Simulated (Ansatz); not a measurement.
Sb₃. The state is a quartet with charge 0. Geometry r2SCAN-D4/def2-SVP; atoms count from 1.

Cartesian coordinates in Å:
```
Sb -0.532 -0.883 1.317
Sb 0.487 -0.787 -1.393
Sb 0.044 1.670 0.075
```

In the def2 sets Sb takes a core potential; there is no spin–orbit coupling. At PBE0-D4/def2-TZVP a doublet of charge 0 lies 1.29 eV below the quartet, each at its own geometry. The structure comes from a short search, and lower isomers may exist.

Q: Estimate the Mulliken populations from the PBE0/def2-TZVP orbitals of Ansatz.

A: 
```csv
atom,charge (e),spin (α − β)
Sb1,0.00,1.00
Sb2,0.00,1.00
Sb3,0.00,1.00
```
Mulliken values depend strongly on the basis.

Q: Where does the spin sit?

A: Summed by element: Sb 3.00, of 3 unpaired in all. Largest on single atoms: Sb1 1.00, Sb3 1.00, Sb2 1.00.

Q: And the Mayer bond orders between heavy atoms (over 0.3)?

A: Sb1–Sb2 1.03 (2.90 Å); Sb1–Sb3 1.03 (2.90 Å); Sb2–Sb3 1.03 (2.90 Å).
